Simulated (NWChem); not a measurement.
Species: Mg

Task: Give the principal values of the shielding tensors (ppm) of Mg1 from B3LYP/cc-pVDZ, GIAO (NWChem), with their diamagnetic and paramagnetic parts as GIAO splits them.

Result: 
```
atom    σ11    σ22    σ33  isotropic  diamagnetic  paramagnetic
----  -----  -----  -----  ---------  -----------  ------------
Mg1   708.3  708.3  708.3      708.3        708.3           0.0
```
